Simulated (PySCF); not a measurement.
## Computed properties of TeHCl, SMILES Cl[TeH]

TeHCl, SMILES [TeH]Cl. Geometry optimised at B3LYP-D3(BJ)/def2-TZVP. The def2 effective core potentials stand for the cores of Te; spin–orbit coupling is left out. Other conformers were not sampled. All values are computed for the isolated molecule unless a solvent is named; none is compared with measurement here.

**Structure.** The optimised structure has Cs symmetry. All 3 harmonic modes at B3LYP-D3(BJ)/def2-TZVP (PySCF) are real, so it is a minimum.

**Vibrations.** The strongest infrared lines (harmonic, unscaled, degenerate partners summed) lie at 2106 cm⁻¹ (41 km/mol, H 99 %), 361 cm⁻¹ (22 km/mol, Cl 78 %, Te 22 %), 653 cm⁻¹ (5 km/mol, H 98 %). The softest mode is at 361 cm⁻¹ and the zero-point energy is 4.5 kcal/mol.

**Electronic structure.** CAM-B3LYP/def2-TZVPD (PySCF) places the frontier levels at -7.96 and -1.74 eV, a gap of 6.22 eV, and gives a dipole moment of 2.02 D and a mean polarisability of 56.1 bohr³.

**Excitations.** TDDFT-CAM-B3LYP/def2-TZVPD (PySCF) has S1 at 2.40 eV (516 nm, f = 0.001, dark); the most intense of the 10 singlets computed lies at 6.40 eV (f = 0.15). T1 (TDA) is at 1.77 eV.
